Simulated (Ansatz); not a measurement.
A CCSD(T) single point on `CB[SiH]([SiH3])Cl`.

```yaml
crystal:
  periodic: [false, false, false]
  atoms:
    - {symbol: C, position_ang: [-1.532992, -0.110409, -1.760663]}
    - {symbol: B, position_ang: [-0.426904, -0.819842, -0.945217]}
    - {symbol: Si, position_ang: [1.125319, 0.131086, -0.102741]}
    - {symbol: Si, position_ang: [0.858458, 0.236766, 2.226377]}
    - {symbol: Cl, position_ang: [1.308116, 2.086686, -0.788190]}
    - {symbol: H, position_ang: [-2.022929, -0.745357, -2.502398]}
    - {symbol: H, position_ang: [-2.309868, 0.109350, -1.005900]}
    - {symbol: H, position_ang: [-1.253188, 0.848678, -2.199306]}
    - {symbol: H, position_ang: [-0.524271, -1.991019, -0.695168]}
    - {symbol: H, position_ang: [2.414508, -0.554969, -0.399532]}
    - {symbol: H, position_ang: [0.818133, -1.138805, 2.793574]}
    - {symbol: H, position_ang: [-0.418754, 0.925810, 2.553014]}
    - {symbol: H, position_ang: [1.984773, 0.987122, 2.841052]}
basis:
  gaussian: {orbitals: def2-TZVPP}
correlation: {method: ccsd_t}
```

```sh
$ ansatz run in.yaml --threads 4 --pin off --events-out ev --progress --plain --max-ram 10444MiB
```

The program prints (abridged):

```
Functional definition: HF
1719 factors; integrals over basis functions are off by at most 9.5e-4 eV
mean field evaluation 1: about -30055.9752 eV, gradient 3.0e1 eV
mean field evaluation 2: about -30056.2389 eV, gradient 3.0e1 eV
mean field evaluation 4: about -30059.4170 eV, gradient 3.5e0 eV
mean field evaluation 8: about -30059.4815 eV, gradient 1.6e-1 eV
mean field evaluation 16: about -30059.4818 eV, gradient 2.2e-6 eV
mean field -30059.48175669 eV, -1104.6655795098 hartree, gradient 2.2e-6 eV, S^2 0.000000; 0 other end points of the search recorded, 0 dependent functions left out
17 core orbitals not correlated: weight in the atoms' cores, before any rotation towards them, 1.000 or more for the frozen orbitals, at most 0.000 for the correlated occupied ones
reference -30059.48175669 eV, -1104.6655795098 hartree; 15, 15 occupied and 268, 268 virtual orbitals, 1719 factors
second order -19.38507602 eV of doubles, -0.00000000 eV of singles
cycle   1  -20.89672181 eV  change    -1.5e0 eV  update   1.0e-1
cycle   2  -21.49332576 eV  change   -6.0e-1 eV  update   3.1e-2
cycle   3  -21.56492980 eV  change   -7.2e-2 eV  update   1.3e-2
cycle   4  -21.55628941 eV  change    8.6e-3 eV  update   4.1e-3
cycle   5  -21.55450025 eV  change    1.8e-3 eV  update   1.6e-3
cycle   6  -21.55438888 eV  change    1.1e-4 eV  update   5.9e-4
cycle   7  -21.55435034 eV  change    3.9e-5 eV  update   2.4e-4
cycle   8  -21.55441597 eV  change   -6.6e-5 eV  update   1.0e-4
cycle   9  -21.55443601 eV  change   -2.0e-5 eV  update   3.8e-5
cycle  10  -21.55441647 eV  change    2.0e-5 eV  update   1.6e-5
perturbative correction -0.84059804 eV, -0.0308914082 hartree
Total energy: -30081.87677120 eV, -1105.4885811131 hartree
```

Run time 4.5 min (4 threads of an Arm Neoverse V1 on a shared host); peak host memory 9.1 GiB.

The correlation energy is -22.395 eV, 3.8 % of it from (T); the T1 diagnostic reads 0.0119.
